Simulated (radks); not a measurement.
The numbers below are computed, except where a source is named.
Dipole-allowed excitations along the series with 29 electrons in [Ar] 3d10 4s1. Level of theory: scalar-relativistic Kohn-Sham, LDA (Slater exchange, Perdew-Wang correlation), spin-polarised, spherical densities, finite nucleus; open shells are filled with parallel spins first (spin-orbit coupling, left out, can overturn this in heavy ions); Fermi nuclear charge, rms radius of each element as measured or else 0.836 A^(1/3) + 0.57 fm (a radial shooting solver on a logarithmic mesh with Libxc functionals). Time-dependent linear response with the Hartree and adiabatic LDA kernel, continuum included through the Sternheimer equations, no spin-orbit coupling, so fine structure and intercombination lines are absent. Lines are the poles of the dipole polarisability below minus the highest occupied eigenvalue, found on a grid refined at the orbital gaps; the lowest seven at most are given, and weak or close lines can be missed. The first line takes the name of the lowest orbital gap if no other gap lies below it; otherwise a line is named after a gap within 0.6 % of it, if that gap stands alone.

\begin{tabular}{lrrrrr}
species & -e(HOMO) (eV) & lowest orbital gap (eV) & first line (eV) & f & static alpha (bohr^3) \\ \hline
Sr9+ & 170.74 & 4s-4p 22.788 & 24.293 (4s-4p) & 0.717 & 1.046 \\
Zr11+ & 228.98 & 4s-4p 27.108 & 28.842 (4s-4p) & 0.691 & 0.7108 \\
Nb12+ & 260.88 & 4s-4p 29.337 & 31.184 (4s-4p) & 0.678 & 0.5960 \\
Mo13+ & 294.64 & 4s-4p 31.618 & 33.578 (4s-4p) & 0.667 & 0.5045 \\
Tc14+ & 330.26 & 4s-4p 33.956 & 36.029 (4s-4p) & 0.657 & 0.4306 \\
\end{tabular}
